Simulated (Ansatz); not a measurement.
The cluster Li₆H₅⁺. Charge 1, multiplicity 3. Geometry r2SCAN-D4/def2-TZVP, that of the neutral doublet; atoms count from 1.

```xyz
11

Li   -1.3775    1.4949   -0.2437
Li    0.6333    1.0869   -1.6162
Li   -0.5438   -1.2581    1.9745
Li    0.8463    0.9681    0.9517
Li    1.6250   -1.6950    0.4977
Li   -0.6012   -0.9407   -0.6019
H    -0.0834   -2.2835    0.5576
H     0.2813    2.2295   -0.2531
H    -0.9777    0.1989    0.9897
H     1.2717   -0.2569   -0.5446
H    -1.0740    0.4560   -1.7116
```

At PBE0-D4/def2-TZVP a singlet of charge 1 lies 3.50 eV below the triplet at the same geometry. The structure comes from a short search, and lower isomers may exist.

Estimate the Mulliken populations from the PBE0/def2-TZVP orbitals of Ansatz.


```
atom  charge (e)  spin (α − β)
 Li1        0.62          0.03
 Li2        0.62          0.03
 Li3        0.50          0.38
 Li4        0.27          0.28
 Li5        0.50          0.38
 Li6        0.23         -0.14
  H7       -0.28          0.35
  H8       -0.32          0.16
  H9       -0.40          0.18
 H10       -0.40          0.18
 H11       -0.33          0.17
```
Mulliken values depend strongly on the basis.

Where does the spin sit?

Summed by element: Li 0.96, H 1.04, of 2 unpaired in all. Largest on single atoms: Li5 0.38, Li3 0.38, H7 0.35.
